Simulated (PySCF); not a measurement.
Radial density of I (iodine, neutral)

UHF, [Kr] 4d10 5s1 5p6, 2S determinant (an excited configuration). Computed with PySCF 2.14 in aug-cc-pwCVTZ-DK3 with one added diffuse shell each of s, p, d, f type (11s10p8d5f1g, 125 functions), with the spin-free X2C one-electron Hamiltonian (Gaussian nucleus).

```csv
r (bohr),4πr²ρ (e/bohr),4πr²(ρα − ρβ)
0.0268,64.05,0.0069
0.0451,62.63,0.0167
0.0759,87.74,0.0408
0.128,70.00,-0.0106
0.215,72.35,0.0794
0.361,45.05,-0.0004
0.608,26.65,0.1889
1.02,16.44,0.0529
1.72,4.709,0.9339
2.89,2.085,0.1324
4.87,0.1924,-0.0508
8.18,0.001454,-0.0011
```

Densities and radii are taken from the X2C orbitals without a picture-change correction, which distorts them close to the nucleus.

(1) Where is the radial spin density 4πr²(ρα − ρβ) most negative, and why is it negative at all?

Results:

(1) Around r = 4.87 bohr, down to -0.0508 e/bohr: exchange with the open shell polarises the paired shells in an unrestricted calculation.
